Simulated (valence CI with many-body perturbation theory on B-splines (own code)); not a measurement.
Nd36+: key properties

Level of theory: configuration interaction combined with many-body perturbation theory (CI+MBPT): six valence electrons over a frozen Dirac-Fock core [Ar], radial functions for each j: 7 s, 7 p, 8 d, 6 f, 4 g, 1 h, with the one-electron correlation potential Σ1 (screened to all orders), the two-electron term Σ2, the three-electron term Σ3, Breit, model QED; selected single and double excitations, second order for the rest, scaled by the run's own slope (own B-spline code, finite nucleus).

The last digits are not significant, and no measured levels were compared; by estimate large intervals hold to a few tenths of a per cent, small ones and those within an open d or f shell to about a per cent. Core correlation moves these levels by up to 7300 cm⁻¹, and in measured spectra 5 to 20 % of such shifts remained as error; rates that hang on mixing are uncertain with them. Among the levels kept, up to 1000 cm⁻¹ of a level comes from second order outside the variational space, and about a tenth of that is noise between levels of different J, which matters for small intervals. Only levels of the ground parity were solved; by the run's estimate the other parity begins above the list, which can be wrong where configurations are misplaced.

Levels are named by their leading jj configuration (3d3/2^4 stands for four electrons in 3d with j = 3/2), which in mixed levels can hold well under half, so a name can repeat and another be missing.

Rates and lifetimes use the calculated energies. Strong lines usually hold to 10 to 20 %, long lifetimes can be off by a factor of two.

(1) What is the ground level?

(2) How well does LS coupling describe the low levels?

(3) Name the longest-lived excited levels whose lifetime is computed, and their main decay.

(4) What is the ionisation energy?

Answers

(1) (3d3/2^4 3d5/2^2) J=4, composition 46 % 3d6 5D + 35 % 3d6 3F + 9 % 3d6 1G, g = 1.313.

(2) Among the lowest 20 levels the leading LS term, summed over configurations, holds 50 % on average. For single configurations the figures are 50 % in LS and 86 % in jj coupling. Terms mix most in the J = 3 level at 269180 cm⁻¹, where the leading one holds 30 %.

(3) (3d3/2^4 3d5/2^2) J=2 at 43866 cm⁻¹ lives 136 s, mostly by E2 to (3d3/2^4 3d5/2^2) J=4; (3d3/2^3 3d5/2^3) J=6 at 228260 cm⁻¹ lives 3.02 s, mostly by E2 to (3d3/2^4 3d5/2^2) J=4; (3d3/2^4 3d5/2^2) J=0 at 124540 cm⁻¹ lives 2.17 s, mostly by E2 to (3d3/2^4 3d5/2^2) J=2.

(4) 2524.8 eV; NIST lists 2525 ± 5 eV (theoretical).
